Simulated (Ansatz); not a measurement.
Stepwise reaction of `[F][Ge]([F])([F])[F]` with water, as a gas-phase model of exchange steps in deposition or etching. ΔE in kJ/mol; ΔG adds harmonic PBE0-D4 terms to CCSD(T)/CBS, at 1 bar.

Computed with Ansatz on PBE0-D4/def2-TZVP structures; ΔE is electronic, products minus reactants. CCSD(T)/CBS adds triple-zeta CCSD(T) − MP2 to the extrapolated MP2 energy (def2 sets, frozen cores). This one scheme is used for every species. DFT in def2-TZVPP. B3LYP here is the variant with VWN-RPA as its local correlation; programs differ in this. For Ge outer-core shells are correlated without core-valence functions, which leaves a few kJ/mol of doubt a bond. Scalar relativity is left out up to krypton. One conformer a species, not always the lowest.

```tsv
step	reaction	PBE-D4	B3LYP-D4	ωB97M-V	CCSD(T)/CBS	ΔG(500 K)
1	`[F][Ge]([F])([F])[F]` + H₂O → `[OH][Ge]([F])([F])[F]` + H–F	13.0	13.6	13.9	10.0	-3.1
2	`[OH][Ge]([F])([F])[F]` + H₂O → `[OH][Ge]([OH])([F])[F]` + H–F	15.7	16.8	16.9	13.1	19.3
```

Problem. By hand: ΔE of the 2 steps together at CCSD(T)/CBS.

Solution. (10.0) + (13.1) = 23.1 kJ/mol, or 11.6 kJ/mol a step.

In ΔE the steps differ by no more than 3.1 kJ/mol. All are uphill at CCSD(T)/CBS. ΔG lies between -3.1 and 19.3 kJ/mol a step. PBE-D4 differs from CCSD(T)/CBS by 2.6 to 3.0 kJ/mol a step. Isolated molecules leave out the surface, adducts and barriers. Largest T1 diagnostic: 0.012.
